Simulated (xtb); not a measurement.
Li, doublet (GFN-xTB shapes and energies of metal compounds can be far from the true ones); GFN0-xTB (xtb).

Input for xtb:
```
$ xtb mol.xyz --gfn 0 --uhf 1 --json

# file mol.xyz
1

Li     0.00000000     0.00000000     0.00000000
```

Output, abridged:

```
   ID    Z sym.   atoms
    1    3 Li     1

           -------------------------------------------------
          |                Calculation Setup                |
           -------------------------------------------------

           -------------------------------------------------
          |                 G F N 0 - x T B                 |
           -------------------------------------------------

          ...................................................
          :                      SETUP                      :
          :.................................................:
          :  # basis functions                   4          :
          :  # atomic orbitals                   4          :
          :  # shells                            2          :
          :  # electrons                         1          :
          :  electronic temp.          300.0000000     K    :
          :  accuracy                    1.0000000          :
          :  -> integral cutoff          0.2500000E+02      :
          :  -> integral neglect         0.1000000E-07      :
          ...................................................

         :::::::::::::::::::::::::::::::::::::::::::::::::::::
         ::                     SUMMARY                     ::
         :::::::::::::::::::::::::::::::::::::::::::::::::::::
         :: total energy              -0.257141251250 Eh    ::
         :: gradient norm              0.000000000000 Eh/a0 ::
         :: HOMO-LUMO gap              3.731595500000 eV    ::
         ::.................................................::
         :: H0 energy                 -0.257141251250 Eh    ::
         :: repulsion energy           0.000000000000 Eh    ::
         :: electrostat energy         0.000000000000 Eh    ::
         :: -> Gsolv                   0.000000000000 Eh    ::
         ::    -> Gsasa                0.000000000000 Eh    ::
         ::    -> Gshift               0.000000000000 Eh    ::
         :: dispersion energy          0.000000000000 Eh    ::
         :: short-range corr.          0.000000000000 Eh    ::
         :: add. restraining           0.000000000000 Eh    ::
         :: total charge               0.000000000000 e     ::
         :::::::::::::::::::::::::::::::::::::::::::::::::::::

           -------------------------------------------------
          |                Property Printout                |
           -------------------------------------------------

    * Orbital Energies and Occupations

         #    Occupation            Energy/Eh            Energy/eV
      -------------------------------------------------------------
         1        1.0000           -0.2571413              -6.9972 (HOMO)
         2                         -0.1200076              -3.2656 (LUMO)
         3                         -0.1200076              -3.2656
         4                         -0.1200076              -3.2656
      -------------------------------------------------------------
                  HL-Gap            0.1371336 Eh            3.7316 eV
             Fermi-level            0.0000000 Eh            0.0000 eV

     #   Z          covCN         q      C6AA      α(0)
     1   3 Li       0.000     0.000  1244.084   148.782

 Mol. C6AA /au·bohr⁶  :       1244.083594
 Mol. C8AA /au·bohr⁸  :      94049.314319
 Mol. α(0) /au        :        148.782361

Wiberg/Mayer (AO) data.
largest (>0.10) Wiberg bond orders for each atom

 ---------------------------------------------------------------------------
     #   Z sym  total        # sym  WBO       # sym  WBO       # sym  WBO
 ---------------------------------------------------------------------------
     1   3 Li   0.000
 ---------------------------------------------------------------------------

 dipole moment from electron density (au)
     X       Y       Z
   0.0000   0.0000   0.0000  total (Debye):    0.000

           -------------------------------------------------
          | TOTAL ENERGY               -0.257141251250 Eh   |
          | GRADIENT NORM               0.000000000000 Eh/α |
          | HOMO-LUMO GAP               3.731595500000 eV   |
           -------------------------------------------------

normal termination of xtb
```
